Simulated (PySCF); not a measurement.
Zn(Me)(NH2) (CH₅NZn), SMILES [CH3][Zn][NH2]. Atoms are numbered in the order given.

```xyz
8

Zn    -0.0104    -0.0250     0.0127
C     -0.3720     1.4649    -1.1668
H     -1.2431     2.0543    -0.8134
H     -0.6003     1.1158    -2.1950
H      0.4979     2.1510    -1.2284
N      0.4946    -1.3719     1.1559
H      0.4889    -2.3152     0.7456
H     -0.0623    -1.4418     2.0180
```
Charge 0, spin multiplicity 1.

Geometry optimised at PBE-D3(BJ)/def2-SVP. Other conformers were not sampled.

Method: PySCF 2.14.0 with PBE-D3(BJ)/def2-SVP.

Frequencies are harmonic and unscaled.

A small imaginary wavenumber (i) marks a very flat motion, where grid noise or a shallow saddle decides the sign.

| mode | ν (cm⁻¹) | IR (km/mol) | moving atoms (share of kinetic energy) |
|---|---|---|---|
| 1 | 20i | 19.7 | H 92 % |
| 2 | 142 | 0.2 | H 35 %, Zn 27 %, N 19 %, C 18 % |
| 3 | 143 | 3.9 | Zn 30 %, N 27 %, H 24 %, C 19 % |
| 4 | 431 | 135.4 | H 68 %, N 29 % |
| 5 | 532 | 9.5 | C 56 %, H 26 %, N 15 % |
| 6 | 644 | 9.7 | H 86 %, C 12 % |
| 7 | 666 | 39.4 | N 42 %, Zn 26 %, H 23 %, C 9 % |
| 8 | 679 | 45.5 | H 73 %, C 16 % |
| 9 | 739 | 39.7 | H 83 %, N 9 % |
| 10 | 1161 | 1.2 | H 81 %, C 19 % |
| 11 | 1382 | 1.4 | H 95 % |
| 12 | 1382 | 1.4 | H 95 % |
| 13 | 1493 | 6.6 | H 91 %, N 9 % |
| 14 | 2972 | 10.5 | H 97 % |
| 15 | 3071 | 7.5 | H 91 %, C 9 % |
| 16 | 3072 | 7.6 | H 91 %, C 9 % |
| 17 | 3420 | 0.4 | H 96 % |
| 18 | 3506 | 1.6 | H 92 %, N 8 % |
